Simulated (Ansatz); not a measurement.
Gas-phase electronic energies from Ansatz, PBE0-D4/def2-TZVP geometries. CBS: MP2 limit from def2 TZ/QZ plus the TZ coupled-cluster correction, frozen cores. This one scheme is used for every species. DFT in def2-TZVPP. B3LYP here is the variant with VWN-RPA as its local correlation; programs differ in this. One conformer a species, not always the lowest.

Reaction (ligand exchange at the Si–C bond): `CO[SiH2]C[SiH3]` + `O[SiH](O)O` → `CO[SiH2]O[SiH](O)O` + `C[SiH3]`

CCSD(T)/CBS gives -123.3 kJ/mol.

(1) Another level gave -122.3 kJ/mol. Which?
A. PBE0-D4/def2-TZVPP
B. PBE/def2-TZVPP
C. B3LYP-D4/def2-TZVPP
D. r2SCAN/def2-TZVPP

Largest T1 diagnostic among the species: 0.012.

## Answers

(1) D. r2SCAN -122.3, B3LYP-D4 -127.8, PBE0-D4 -115.4, PBE -109.7 kJ/mol.

In def2-TZVPP, CCSD(T) changes the Hartree–Fock value by +15.1 kJ/mol (the triples alone add +1.7 kJ/mol) and MP2 by +15.5 kJ/mol. From PBE to PBE0 (25 % exact exchange), in def2-TZVPP and without D4, ΔE moves by −4.3 kJ/mol.
